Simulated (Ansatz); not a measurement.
`C[SiH](Br)Br` + H₂ → `Br[SiH2]Br` + CH₄ at 500 K and 1 bar (hydrogenolysis of the Si–C bond).

Computed with Ansatz on PBE0-D4/def2-TZVP structures; ΔE is electronic, products minus reactants. CBS: MP2 limit from def2 TZ/QZ plus the TZ coupled-cluster correction, frozen cores. This one scheme is used for every species. For Br outer-core shells are correlated without core-valence functions, which leaves a few kJ/mol of doubt a bond. Scalar relativity is left out up to krypton.

```json
{"species": "`C[SiH](Br)Br`", "CCSD(T)/CBS energy (Eh)": "-5476.28894", "H − E (kJ/mol)": "167.0", "S (J/(mol·K))": "407.2"}
{"species": "H₂", "CCSD(T)/CBS energy (Eh)": "-1.17544", "H − E (kJ/mol)": "41.0", "S (J/(mol·K))": "145.5"}
{"species": "`Br[SiH2]Br`", "CCSD(T)/CBS energy (Eh)": "-5437.00625", "H − E (kJ/mol)": "80.3", "S (J/(mol·K))": "348.4"}
{"species": "CH₄", "CCSD(T)/CBS energy (Eh)": "-40.46206", "H − E (kJ/mol)": "135.6", "S (J/(mol·K))": "206.8"}
```

H − E and S are ideal-gas, rigid-rotor, harmonic terms from PBE0-D4/def2-TZVP. For small species the MP2-based limit differs from directly extrapolated CCSD(T) by up to some mEh (0.8 for H₂); such offsets cancel only in part. 1 Eh = 2625.50 kJ/mol, R = 8.31446 J/(mol·K).

Q: By hand: ΔE, ΔH, ΔS and ΔG.

A: ΔE = (-5437.00625) + (-40.46206) − (-5476.28894) − (-1.17544) = -0.00393 Eh = -10.3 kJ/mol. Δ(H − E) = 80.3 + 135.6 − 167.0 − 41.0 = 7.9, so ΔH = -2.4 kJ/mol. ΔS = 348.4 + 206.8 − 407.2 − 145.5 = 2.5 J/(mol·K). ΔG = -2.4 − 500 × (2.5)/1000 = -3.6 kJ/mol.

Q: By hand: the equilibrium constant, and the temperature at which ΔG would vanish if ΔH and ΔS stayed fixed.

A: log₁₀ K = −ΔG/(RT ln 10) = 0.4. ΔH and −TΔS have one sign here, so there is no such temperature.

TΔS isn't small against ΔH here. The sign of ΔG lies within the doubt. A doubt of 5 kJ/mol in ΔE shifts log₁₀ K by 0.5 here. These are equilibria of isolated gas molecules and say nothing of rates. Largest T1 diagnostic: 0.008 (customary marks: 0.02 for closed shells, 0.045 for open ones).

ΔS is within the doubt of such terms, so its sign, and with it that verdict, could turn.
